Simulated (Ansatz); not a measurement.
Computed with Ansatz on PBE0-D4/def2-TZVP structures; ΔE is electronic, products minus reactants. CCSD(T)/CBS is the MP2 limit (def2-TZVPP, def2-QZVPP) plus CCSD(T) − MP2 in def2-TZVPP, frozen cores. For Br, Mg outer-core shells are correlated without core-valence functions, which leaves a few kJ/mol of doubt a bond. Scalar relativity is left out up to krypton. One conformer a species, not always the lowest.

Consider the substitution at a C–Mg bond: `[CH3][Mg][Br]` + `FC([SiH3])S` → `CSC(F)[SiH3]` + `[MgH][Br]`.

```tsv
species	MP2/def2-TZVPP energy (Eh)
`[CH3][Mg][Br]`	-2812.38708
`FC([SiH3])S`	-827.46924
`CSC(F)[SiH3]`	-866.69066
`[MgH][Br]`	-2773.15110
```

**Question.** Work out ΔE.

**Answer.** ΔE = (-866.69066) + (-2773.15110) − (-2812.38708) − (-827.46924) = 0.01456 Eh = +9.1 kcal/mol. CCSD(T)/CBS gives +9.5 kcal/mol.

Largest T1 diagnostic among the species: 0.012.

The D4 term adds −1.3 kcal/mol with B3LYP and −0.7 kcal/mol with PBE0; it sums over pairs of atoms, weighted by their polarisabilities, and B3LYP, whose exchange is more repulsive, gets the larger term. In def2-TZVPP, CCSD(T) changes the Hartree–Fock value by +2.4 kcal/mol (the triples alone add −0.0 kcal/mol) and MP2 by +2.8 kcal/mol.

B3LYP here is the variant with VWN-RPA as its local correlation; programs differ in this.
